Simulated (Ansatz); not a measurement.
A search over several starts for the lowest SCF solution of the cluster AsP₃ at the given spin, in a small basis.

```yaml
crystal:
  periodic: [false, false, false]
  atoms:
    - {symbol: P, position_ang: [-0.365761, 1.308203, 0.164513]}
    - {symbol: P, position_ang: [1.364142, -0.052632, -0.092345]}
    - {symbol: P, position_ang: [-0.524611, -0.443508, -1.183329]}
    - {symbol: As, position_ang: [-0.473771, -0.812063, 1.111162]}
basis:
  gaussian: {orbitals: def2-SVP}
magnetization: {spin_polarized: true, initial_magnetization: 0}
hamiltonian: {xc: pbe0, dispersion: d4}
output: {orbitals: {seedname: orbitals}}
```

```sh
$ ansatz run in.yaml --threads 4 --pin off --events-out ev --progress --plain --max-ram 3916MiB
```

Shortened log:

```
Functional definition: PBE0
790 factors; integrals over basis functions are off by at most 1.1e-3 eV
mean field evaluation 1: about -88674.9134 eV, gradient 6.2e0 eV
mean field evaluation 2: about -88674.7861 eV, gradient 7.6e0 eV
mean field evaluation 4: about -88675.0888 eV, gradient 4.7e-1 eV
mean field evaluation 8: about -88675.1198 eV, gradient 3.3e-2 eV
mean field evaluation 16: about -88675.1198 eV, gradient 6.4e-5 eV
mean field -88675.11979537 eV, -3258.7505463247 hartree, gradient 6.4e-5 eV, S^2 0.000000; 0 other end points of the search recorded, 0 dependent functions left out
reference -88675.11981367 eV, -3258.7505469975 hartree; 39, 39 occupied and 47, 47 virtual orbitals, 790 factors
Total energy: -88675.32870264 eV, -3258.7582235254 hartree
```

Run time 1.4 s (4 threads of Arm Neoverse V2 on a shared host).

The structure comes from a short search, and lower isomers may exist.
